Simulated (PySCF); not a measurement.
# ECD: `C(C)[C@@H]1C[C@H]1CN`, C6H13N

Geometry:
| atom | x (Å) | y (Å) | z (Å) |
| --- | --- | --- | --- |
| C1 | -2.965 | 0.135 | -0.043 |
| C2 | -1.633 | 0.635 | -0.594 |
| C3 | -0.497 | -0.270 | -0.179 |
| C4 | 0.156 | -0.085 | 1.160 |
| C5 | 0.908 | 0.249 | -0.097 |
| C6 | 2.077 | -0.617 | -0.527 |
| N7 | 3.340 | -0.283 | 0.114 |
| H8 | -3.189 | -0.856 | -0.433 |
| H9 | -2.924 | 0.073 | 1.042 |
| H10 | -3.773 | 0.806 | -0.322 |
| H11 | -1.683 | 0.680 | -1.685 |
| H12 | -1.444 | 1.647 | -0.227 |
| H13 | -0.611 | -1.292 | -0.523 |
| H14 | 0.452 | -0.965 | 1.713 |
| H15 | -0.185 | 0.727 | 1.786 |
| H16 | 1.050 | 1.304 | -0.311 |
| H17 | 2.225 | -0.529 | -1.608 |
| H18 | 1.861 | -1.665 | -0.299 |
| H19 | 3.244 | -0.363 | 1.122 |
| H20 | 3.588 | 0.680 | -0.090 |

Computed with TDDFT B3LYP/def2-SVPD circular dichroism and optical rotation, one conformer, gas phase in PySCF 2.14.0. Geometry: GFN2-xTB.

The molecule is flexible and this is one conformer; a measurement averages over conformers. States above about 6.5 eV (minus the energy of the highest occupied orbital) lie near or above the ionisation threshold and depend on the basis.

What are the CIP labels of the stereocentres?

C3 R, C5 R.

Which excitations and rotatory strengths does the calculation give?

Rotatory strengths R in 10⁻⁴⁰ esu² cm², velocity form and length form (origin at the centre of mass); f in length form.
```csv
state,E (eV),λ (nm),f,R (velocity),R (length),main
1,6.00,207,0.023,+16.4,+14.9,"HOMO→LUMO 0.76, HOMO→LUMO+1 0.16"
2,6.46,192,0.007,-3.5,-3.8,"HOMO→LUMO+1 0.67, HOMO→LUMO+2 0.22"
3,6.66,186,0.014,+4.0,+4.6,"HOMO→LUMO+2 0.67, HOMO→LUMO 0.14"
4,6.75,184,0.016,-9.5,-9.4,HOMO→LUMO+3 0.91
5,7.32,169,0.010,-9.4,-8.3,HOMO→LUMO+4 0.83
6,7.46,166,0.013,+26.4,+24.5,HOMO−1→LUMO 0.91
7,7.55,164,0.003,-0.4,-0.4,HOMO→LUMO+5 0.82
8,7.62,163,0.008,-9.5,-10.2,"HOMO−2→LUMO 0.77, HOMO−1→LUMO+1 0.09"
9,7.66,162,0.014,+0.3,+0.4,"HOMO−1→LUMO+1 0.68, HOMO−1→LUMO+2 0.14"
10,7.75,160,0.019,+9.0,+8.8,"HOMO−2→LUMO+1 0.74, HOMO−2→LUMO+2 0.12"
11,7.89,157,0.015,-5.6,-5.4,"HOMO−1→LUMO+2 0.80, HOMO−1→LUMO+1 0.16"
12,7.91,157,0.013,+7.8,+8.0,"HOMO→LUMO+6 0.67, HOMO−2→LUMO+1 0.15"
13,8.00,155,0.0007,+0.8,+0.9,"HOMO−2→LUMO+2 0.72, HOMO−1→LUMO+3 0.09"
14,8.03,154,0.008,-21.5,-19.3,HOMO−1→LUMO+3 0.85
15,8.13,152,0.023,-18.3,-18.0,"HOMO→LUMO+7 0.47, HOMO−2→LUMO+3 0.46"
16,8.17,152,0.005,-0.4,+0.7,"HOMO−2→LUMO+3 0.47, HOMO→LUMO+7 0.42"
```

For state 16 the two forms differ in sign, so the sign of R isn't settled.

Among the states computed, the strongest CD band (largest |R|) is state 6. The largest dissymmetry factor in size, g = 4R/(D+G), with D and G the electric and magnetic dipole strengths, is -0.028 for state 14 (velocity form, f = 0.009), among bands with |R| over 0.5. The mirror image has the same energies and oscillator strengths and all R with the opposite sign.
